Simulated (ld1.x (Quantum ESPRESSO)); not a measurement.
## LDA (PZ) ultrasoft dataset for Au, non-relativistic all-electron reference.

ld1.x (Quantum ESPRESSO) 7.5 was run on this input:

```
&input
   title='Au', zed=79., rel=0, dft='PZ', iswitch=3,
   config='[Xe] 4f14 5d10 6s0 6p0',
   nld=3, rlderiv=3.40, eminld=-3.0, emaxld=5.0, deld=0.02
 /
 &inputp
   pseudotype=3, tm=.true., lloc=-1, rcloc=1.95,
   nlcc=.false.,
   which_augfun='PSQ', rmatch_augfun_nc=.true.,
   file_pseudopw='Au.UPF', file_wfcaegen='ae.wfc', file_wfcncgen='nc.wfc', file_beta='beta', file_chi='chi', file_wfcusgen='us.wfc'
 /
6
6S  1  0   0.00   0.00  2.05  2.70  0.0
6S  1  0   0.00   1.10  2.05  2.70  0.0
6P  2  1   0.00   0.00  2.90  3.15  0.0
6P  2  1   0.00  -0.05  2.90  3.15  0.0
5D  3  2  10.00   0.00  2.15  2.50  0.0
5D  3  2   0.00   3.85  2.15  2.50  0.0
 &test
   configts(1)='5d10 6s0 6p0'
 /
```

Command:

```bash
ld1.x < Au.in > Au.out
```

Resulting log (shortened: banner, matrices, multipoles, cross overlaps and the repeated all-electron block are left out):

```
Program LD1 v.7.5
     --------------------------- All-electron run ----------------------------

     Au

     atomic number is 79.00
     dft =PZ   lsd =0 sic =0 latt =0  beta=0.20 tr2=1.0E-14
     Exchange-correlation= PZ
                           (   1   1   0   0   0   0   0)
     mesh =1279 r(mesh) = 100.03820 a.u. xmin = -7.00 dx = 0.01250
     1 Ry =  13.60569312 eV

     n l     nl                  e(Ry)          e(Ha)          e(eV)
     1 0     1S 1( 2.00)     -5367.5956     -2683.7978    -73029.8587
     2 0     2S 1( 2.00)      -896.3529      -448.1765    -12195.5029
     2 1     2P 1( 6.00)      -862.0266      -431.0133    -11728.4696
     3 0     3S 1( 2.00)      -210.2247      -105.1123     -2860.2527
     3 1     3P 1( 6.00)      -193.9897       -96.9948     -2639.3639
     4 0     4S 1( 2.00)       -44.7326       -22.3663      -608.6181
     4 1     4P 1( 6.00)       -37.7332       -18.8666      -513.3859
     3 2     3D 1(10.00)      -163.5988       -81.7994     -2225.8756
     5 0     5S 1( 2.00)        -6.8068        -3.4034       -92.6109
     5 1     5P 1( 6.00)        -4.5852        -2.2926       -62.3855
     4 2     4D 1(10.00)       -24.8394       -12.4197      -337.9570
     4 3     4F 1(14.00)        -7.5494        -3.7747      -102.7155
     5 2     5D 1(10.00)        -1.1845        -0.5923       -16.1160
     6 0     6S 1( 0.00)        -0.8031        -0.4016       -10.9271
     6 1     6P 1( 0.00)        -0.4628        -0.2314        -6.2961

     final scf error:  2.2E-15 reached in  27 iterations

     Etot =  -35720.968294 Ry,  -17860.484147 Ha, -486008.532658 eV

     Ekin =   35708.955294 Ry,   17854.477647 Ha,  485845.087466 eV
     Encl =  -85059.197289 Ry,  -42529.598644 Ha,-1157289.335602 eV
     Eh   =   14295.779967 Ry,    7147.889984 Ha,  194503.995191 eV
     Exc  =    -666.506266 Ry,    -333.253133 Ha,   -9068.279713 eV

     normalization and overlap integrals

     s(1S/1S) =  1.000000  <r> =   0.0192  <r2> =    0.0005  r(max) =   0.0127
     s(2S/2S) =  1.000000  <r> =   0.0808  <r2> =    0.0076  r(max) =   0.0693
     s(2P/2P) =  1.000000  <r> =   0.0682  <r2> =    0.0056  r(max) =   0.0533
     s(3S/3S) =  1.000000  <r> =   0.2039  <r2> =    0.0473  r(max) =   0.1884
     s(3P/3P) =  1.000000  <r> =   0.1942  <r2> =    0.0436  r(max) =   0.1769
     s(4S/4S) =  1.000000  <r> =   0.4492  <r2> =    0.2272  r(max) =   0.4192
     s(4P/4P) =  1.000000  <r> =   0.4532  <r2> =    0.2330  r(max) =   0.4192
     s(3D/3D) =  1.000000  <r> =   0.1696  <r2> =    0.0336  r(max) =   0.1395
     s(5S/5S) =  1.000000  <r> =   1.0268  <r2> =    1.1839  r(max) =   0.9329
     s(5P/5P) =  1.000000  <r> =   1.1187  <r2> =    1.4177  r(max) =   0.9931
     s(4D/4D) =  1.000000  <r> =   0.4612  <r2> =    0.2454  r(max) =   0.4140
     s(4F/4F) =  1.000000  <r> =   0.4869  <r2> =    0.2859  r(max) =   0.3699
     s(5D/5D) =  1.000000  <r> =   1.5496  <r2> =    2.8561  r(max) =   1.1979
     s(6S/6S) =  1.000000  <r> =   2.9620  <r2> =    9.9212  r(max) =   2.5359
     s(6P/6P) =  1.000000  <r> =   3.7474  <r2> =   16.0361  r(max) =   3.1363

     ------------------------ End of All-electron run ------------------------

     --------------------- Generating US pseudopotential ---------------------

      Generating local potential from pseudized AE potential:
      Matching radius rcloc =   1.9500

      Local pseudo, rcloc= 1.926 Estimated cut-off energy=     6.57 Ry
      Wfc-us  6S rcutus= 2.733  Estimated cut-off energy=     6.13 Ry
      Wfc-us  6S rcutus= 2.733  Estimated cut-off energy=    10.30 Ry
      Wfc-us  6P rcutus= 3.176  Estimated cut-off energy=     7.44 Ry
      Wfc-us  6P rcutus= 3.176  Estimated cut-off energy=     8.19 Ry
      Wfc-us  5D rcutus= 2.473  Estimated cut-off energy=    19.56 Ry
      Wfc-us  5D rcutus= 2.473  Estimated cut-off energy=    20.72 Ry

     Q pseudized with Bessel functions
     Expected ecutrho=      92.8183 due to l1=  2   l2=  2

     ------------------- End of pseudopotential generation -------------------

     Computing logarithmic derivative in   3.40186
     Computing logarithmic derivative in   3.40186
     Computing the partial wave expansion
     R is outside the sphere for l=    0 j= 0.00
     R is outside the sphere for l=    0 j= 0.00
     R is outside the sphere for l=    1 j= 0.00
     R is outside the sphere for l=    1 j= 0.00
     R is outside the sphere for l=    2 j= 0.00
     R is outside the sphere for l=    2 j= 0.00

     ---------------------- Testing the pseudopotential ----------------------

     Au

     atomic number is 79.00   valence charge is 11.00
     dft =PZ   lsd =0 sic =0 latt =0  beta=0.20 tr2=1.0E-14
     mesh =1279 r(mesh) = 100.03820 xmin = -7.00 dx = 0.01250

     n l     nl             e AE (Ry)        e PS (Ry)    De AE-PS (Ry)
     3 2     5D   1(10.00)       -1.18451       -1.18451        0.00000
     1 0     6S   1( 0.00)       -0.80312       -0.80312        0.00000
     2 1     6P   1( 0.00)       -0.46276       -0.46276        0.00000

     eps = 2.8E-24  iter =  1

     Etot =  -35720.968294 Ry,  -17860.484147 Ha, -486008.532658 eV
     Etotps =   -68.576822 Ry,     -34.288411 Ha,    -933.035193 eV

     Ekin =      18.317087 Ry,       9.158543 Ha,     249.216660 eV
     Encl =    -161.475103 Ry,     -80.737551 Ha,   -2196.980694 eV
     Ehrt =      59.789445 Ry,      29.894722 Ha,     813.476836 eV
     Ecxc =      -9.881461 Ry,      -4.940731 Ha,    -134.444131 eV
     Epseu=      24.673211 Ry,      12.336605 Ha,     335.696136 eV

     ---------------------- End of pseudopotential test ----------------------
```

Note: ghost state, extra bound levels that the all-electron valence spectrum of the same l lacks: s at -36.3 eV. A true bound ghost makes a file unfit for plane-wave use.

Generation and configuration tests took about 1.8 s on one core of a shared server CPU.

Transferability test of the new file with ld1.x, input:

```
&input
   title='Au', zed=79., rel=0, dft='PZ', iswitch=2,
   config='[Xe] 4f14 5d10 6s0 6p0'
 /
 &test
   file_pseudo='Au.UPF', nconf=10,
   configts(1)='5d10 6s0 6p0',
   configts(2)='5d10 6s1 6p0',
   configts(3)='5d9 6s0 6p0',
   configts(4)='5d8 6s0 6p0',
   configts(5)='5d9 6s1 6p1',
   configts(6)='5d10 6s0.5 6p0',
   configts(7)='5d10 6s0 6p1',
   configts(8)='5d9 6s1 6p0',
   configts(9)='5d10 6s1 6p0', lsdts(9)=1,
   configts(10)='5d9 6s0 6p0', lsdts(10)=1
 /
```

```bash
ld1.x < Au.test.in > Au.test.out
```

Pseudopotential blocks of its output, shortened (energy terms left out):

```
     ---------------------- Testing the pseudopotential ----------------------

     n l     nl             e AE (Ry)        e PS (Ry)    De AE-PS (Ry)
     3 2     5D   1(10.00)       -1.18451       -1.18451       -0.00000
     1 0     6S   1( 0.00)       -0.80312       -0.80312       -0.00000
     2 1     6P   1( 0.00)       -0.46276       -0.46276       -0.00000

     eps = 1.6E-20  iter =  1

     Etot =  -35720.968294 Ry,  -17860.484147 Ha, -486008.532658 eV
     Etotps =   -68.576822 Ry,     -34.288411 Ha,    -933.035193 eV

     ---------------------- End of pseudopotential test ----------------------

          ---------------------- Testing the pseudopotential ----------------------

     n l     nl             e AE (Ry)        e PS (Ry)    De AE-PS (Ry)
     3 2     5D   1(10.00)       -0.60921       -0.60977        0.00056
     1 0     6S   1( 1.00)       -0.32523       -0.32583        0.00060
     2 1     6P   1( 0.00)       -0.06968       -0.06967       -0.00000

     eps = 8.7E-15  iter =  9

     Etot =  -35721.527873 Ry,  -17860.763936 Ha, -486016.146120 eV
     Etotps =   -69.136847 Ry,     -34.568423 Ha,    -940.654720 eV
     dEtot_ae =      -0.559579 Ry
     dEtot_ps =      -0.560025 Ry,   Delta E=       0.000446 Ry

     ---------------------- End of pseudopotential test ----------------------

          ---------------------- Testing the pseudopotential ----------------------

     n l     nl             e AE (Ry)        e PS (Ry)    De AE-PS (Ry)
     3 2     5D   1( 9.00)       -2.08637       -2.08799        0.00163
     1 0     6S   1( 0.00)       -1.45996       -1.45868       -0.00128
     2 1     6P   1( 0.00)       -1.02935       -1.02675       -0.00260

     eps = 2.0E-17  iter =  9

     Etot =  -35719.341449 Ry,  -17859.670725 Ha, -485986.398313 eV
     Etotps =   -66.949508 Ry,     -33.474754 Ha,    -910.894461 eV
     dEtot_ae =       1.626844 Ry
     dEtot_ps =       1.627314 Ry,   Delta E=      -0.000469 Ry

     ---------------------- End of pseudopotential test ----------------------

          ---------------------- Testing the pseudopotential ----------------------

     n l     nl             e AE (Ry)        e PS (Ry)    De AE-PS (Ry)
     3 2     5D   1( 8.00)       -3.08032       -3.08894        0.00862  !
     1 0     6S   1( 0.00)       -2.18702       -2.18476       -0.00225
     2 1     6P   1( 0.00)       -1.67770       -1.66558       -0.01212  !

     eps = 2.2E-16  iter =  7

     Etot =  -35716.765012 Ry,  -17858.382506 Ha, -485951.344098 eV
     Etotps =   -64.368525 Ry,     -32.184263 Ha,    -875.778402 eV
     dEtot_ae =       4.203282 Ry
     dEtot_ps =       4.208297 Ry,   Delta E=      -0.005015 Ry

     ---------------------- End of pseudopotential test ----------------------

          ---------------------- Testing the pseudopotential ----------------------

     n l     nl             e AE (Ry)        e PS (Ry)    De AE-PS (Ry)
     3 2     5D   1( 9.00)       -0.93728       -0.94015        0.00287
     1 0     6S   1( 1.00)       -0.47937       -0.48020        0.00083
     2 1     6P   1( 1.00)       -0.16852       -0.16877        0.00025

     eps = 8.0E-15  iter = 13

     Etot =  -35720.874799 Ry,  -17860.437399 Ha, -486007.260596 eV
     Etotps =   -68.482646 Ry,     -34.241323 Ha,    -931.753862 eV
     dEtot_ae =       0.093495 Ry
     dEtot_ps =       0.094176 Ry,   Delta E=      -0.000681 Ry

     ---------------------- End of pseudopotential test ----------------------

          ---------------------- Testing the pseudopotential ----------------------

     n l     nl             e AE (Ry)        e PS (Ry)    De AE-PS (Ry)
     3 2     5D   1(10.00)       -0.88587       -0.88630        0.00043
     1 0     6S   1( 0.50)       -0.55726       -0.55778        0.00052
     2 1     6P   1( 0.00)       -0.25754       -0.25764        0.00009

     eps = 7.2E-17  iter =  9

     Etot =  -35721.307985 Ry,  -17860.653992 Ha, -486013.154390 eV
     Etotps =   -68.916673 Ry,     -34.458336 Ha,    -937.659101 eV
     dEtot_ae =      -0.339691 Ry
     dEtot_ps =      -0.339851 Ry,   Delta E=       0.000160 Ry

     ---------------------- End of pseudopotential test ----------------------

          ---------------------- Testing the pseudopotential ----------------------

     n l     nl             e AE (Ry)        e PS (Ry)    De AE-PS (Ry)
     3 2     5D   1(10.00)       -0.73333       -0.73344        0.00011
     1 0     6S   1( 0.00)       -0.41022       -0.41045        0.00023
     2 1     6P   1( 1.00)       -0.13629       -0.13636        0.00007

     eps = 2.9E-15  iter = 10

     Etot =  -35721.264117 Ry,  -17860.632058 Ha, -486012.557535 eV
     Etotps =   -68.872699 Ry,     -34.436349 Ha,    -937.060801 eV
     dEtot_ae =      -0.295823 Ry
     dEtot_ps =      -0.295877 Ry,   Delta E=       0.000054 Ry

     ---------------------- End of pseudopotential test ----------------------

          ---------------------- Testing the pseudopotential ----------------------

     n l     nl             e AE (Ry)        e PS (Ry)    De AE-PS (Ry)
     3 2     5D   1( 9.00)       -1.42027       -1.42243        0.00216
     1 0     6S   1( 1.00)       -0.91010       -0.91057        0.00047
     2 1     6P   1( 0.00)       -0.54491       -0.54439       -0.00052

     eps = 5.5E-16  iter = 10

     Etot =  -35720.524327 Ry,  -17860.262163 Ha, -486002.492184 eV
     Etotps =   -68.132201 Ry,     -34.066101 Ha,    -926.985824 eV
     dEtot_ae =       0.443967 Ry
     dEtot_ps =       0.444620 Ry,   Delta E=      -0.000654 Ry

     ---------------------- End of pseudopotential test ----------------------

          ---------------------- Testing the pseudopotential ----------------------

     n l     nl             e AE (Ry)        e PS (Ry)    De AE-PS (Ry)
     3 2     5D   1( 5.00)       -0.61260       -0.61381        0.00121
     1 0     6S   1( 1.00)       -0.34217       -0.34308        0.00091
     2 1     6P   1( 0.00)       -0.08217       -0.08212       -0.00005
     3 2     5D   2( 5.00)       -0.60064       -0.60014       -0.00050
     1 0     6S   2( 0.00)       -0.30080       -0.30081        0.00001
     2 1     6P   2( 0.00)       -0.05030       -0.05018       -0.00012

     eps = 4.2E-15  iter = 14

     Etot =  -35721.537946 Ry,  -17860.768973 Ha, -486016.283181 eV
     Etotps =   -69.147147 Ry,     -34.573574 Ha,    -940.794865 eV
     dEtot_ae =      -0.569653 Ry
     dEtot_ps =      -0.570325 Ry,   Delta E=       0.000673 Ry

     ---------------------- End of pseudopotential test ----------------------

          ---------------------- Testing the pseudopotential ----------------------

     n l     nl             e AE (Ry)        e PS (Ry)    De AE-PS (Ry)
     3 2     5D   1( 5.00)       -2.10609       -2.12110        0.01502  !
     1 0     6S   1( 0.00)       -1.46900       -1.46981        0.00081
     2 1     6P   1( 0.00)       -1.03546       -1.03346       -0.00200
     3 2     5D   2( 4.00)       -2.06504       -2.05091       -0.01414  !
     1 0     6S   2( 0.00)       -1.45015       -1.44639       -0.00375
     2 1     6P   2( 0.00)       -1.02270       -1.01938       -0.00332

     eps = 3.8E-15  iter = 12

     Etot =  -35719.351707 Ry,  -17859.675853 Ha, -485986.537876 eV
     Etotps =   -66.967040 Ry,     -33.483520 Ha,    -911.132998 eV
     dEtot_ae =       1.616587 Ry
     dEtot_ps =       1.609782 Ry,   Delta E=       0.006805 Ry

     ---------------------- End of pseudopotential test ----------------------
```
